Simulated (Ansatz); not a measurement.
System: CoCl2 (charge 0, quartet). The spin state was set by rule; other spins were not relaxed. 
Coordinates optimised at B3LYP-D3(BJ)/def2-TZVP (Ansatz, an electronic-structure program):
```xyz
3

Co     0.0000     0.0000     0.0000
Cl     0.0000     0.0000    -2.0986
Cl     0.0000     0.0000     2.0986
```
Charge 0, spin multiplicity 4.

Wanted: atomisation energy (electronic, to ground-state atoms), in kcal/mol. Cores are frozen in the correlated levels unless marked. UHF or UKS for open shells. No spin-orbit coupling. Frozen are the shells of the preceding noble gas and the d and f shells that filled before the atom's block. No relativistic terms. The coupled-cluster limit lacks core correlation, which all-electron functionals hold. CBS marks a two-point X^-3 extrapolation of the correlation energy; Hartree-Fock from the larger set. [CCSD(T)-MP2]/basis is that difference in the basis named.

| level | program | atomisation energy (kcal/mol) |
|---|---|---|
| PBE0-D3(BJ)/def2-TZVP | Ansatz + dftd3 | ___ |
| r2SCANh-D4/def2-TZVPD | Ansatz + dftd4 | 188.3 |
| HSE06-D4/def2-TZVPD | Ansatz + dftd4 | 184.7 |
| CAM-B3LYP/def2-TZVPD | Ansatz | 178.9 |
| B2PLYP/def2-TZVPD | Ansatz | ___ |
| SCS-MP2/STO-3G | Ansatz | 131.8 |
| SCS-MP2/6-31G* | Ansatz | 162.6 |
| SCS-MP2/def2-SVP | Ansatz | 158.3 |
| SCS-MP2/def2-TZVPP | Ansatz | 174.3 |
| CCSD/6-31G* | Ansatz | ___ |
| CCSD/def2-SVPD | Ansatz | 166.4 |
| RI-MP2/CBS(def2-TZVPPD,def2-QZVPPD)+[CCSD(T)-MP2]/def2-TZVPPD | Ansatz | ___ |

**Question.** Complete the blanks.

**Answer.** 
- PBE0-D3(BJ)/def2-TZVP, atomisation energy (kcal/mol): 184.1
- B2PLYP/def2-TZVPD, atomisation energy (kcal/mol): 177.5
- CCSD/6-31G*, atomisation energy (kcal/mol): 159.9
- RI-MP2/CBS(def2-TZVPPD,def2-QZVPPD)+[CCSD(T)-MP2]/def2-TZVPPD, atomisation energy (kcal/mol): 181.7
